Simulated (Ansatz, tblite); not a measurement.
Removing an electron: (H3Sn)2CH2 (CH₈Sn₂). Charge 0, multiplicity 1. Geometry: PBE0-D4/def2-SVP. Ansatz, gas phase; energy differences of separate SCF runs; the oxidised species was run as a doublet alone.

```xyz
11

Sn    0.719   -1.678   -0.159
H     1.761   -2.434   -1.296
H     1.518   -1.577    1.357
H    -0.707   -2.614    0.017
C     0.191    0.301   -0.828
Sn   -0.830    1.503    0.641
H    -2.081    0.580    1.368
H    -1.512    2.894   -0.098
H     0.286    1.988    1.849
H    -0.452    0.207   -1.717
H     1.108    0.829   -1.134
```

In the def2 sets Sn takes a core potential; there is no spin–orbit coupling. The xTB rows come from tblite.

Problem. Estimate orbital energies and vertical ionisation energies at: GFN1-xTB; GFN2-xTB; PBE-D4/def2-TZVP; r2SCAN-D4/def2-TZVP; PBE0-D4/def2-TZVP.

Solution. 
```
              level  −HOMO (eV)  vertical IE (eV)  −LUMO (eV)  HOMO–LUMO gap (eV)
           GFN1-xTB       11.68             14.42        5.54                6.14
           GFN2-xTB       11.45             14.07        5.63                5.83
   PBE-D4/def2-TZVP        6.88              9.52        1.01                5.87
r2SCAN-D4/def2-TZVP        7.11              9.56        0.63                6.48
  PBE0-D4/def2-TZVP        7.97              9.71        0.27                7.70
```

Relaxing the oxidised species (PBE0-D4/def2-SVP) changes its energy by -0.72 eV at PBE0-D4/def2-TZVP, so the adiabatic ionisation energy to this nearest minimum is 8.99 eV. At PBE-D4/def2-TZVP it is 8.88 eV.   Raw xTB energy differences between charge states are shifted by several eV; the methods need an empirical correction for them.
